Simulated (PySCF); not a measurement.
**Rh⁺ (rhodium, charge +1) across methods**

[Kr] 4d7 5s1, 5s spin antiparallel (an excited configuration). Computed with PySCF 2.14 in def2-QZVPPD with the def2 core potential (28 electrons) (7s5p4d4f2g, 88 functions), with scalar relativity through the core potential.

```csv
method,E (hartree),mean ε 4d α (eV),mean ε 4d β (eV),mean ε 5s β (eV),Σ⟨r²⟩ (bohr²),⟨S²⟩
UHF,-109.43275,-24.482,-22.078,-14.033,38.52,3.008
MN15,-109.8590,-20.039,-18.337,-13.577,38.32,3.004
r2SCAN,-110.1400,-17.918,-16.195,-12.377,37.99,3.008
LDA,-109.8622,-17.614,-15.988,-12.485,38.15,3.003
wB97X,-110.1116,-21.828,-20.176,-14.787,37.85,3.002
LC-wPBE,-110.1224,-22.115,-20.534,-14.978,37.96,3.003
HSE06,-110.0964,-18.971,-17.326,-12.472,38.02,3.004
PBE,-110.1098,-17.454,-16.013,-12.135,38.16,3.003
```

(1) Estimate the same row for PBE0.

Energies and moments cover only the electrons outside the core potential. With the s spin flipped the determinant is a mixture of two multiplicities, not a spectroscopic state.

## Answers

(1) E (hartree) = -110.0977; mean ε 4d α (eV) = -19.394; mean ε 4d β (eV) = -17.740; mean ε 5s β (eV) = -12.783; Σ⟨r²⟩ (bohr²) = 38.04; ⟨S²⟩ = 3.004.
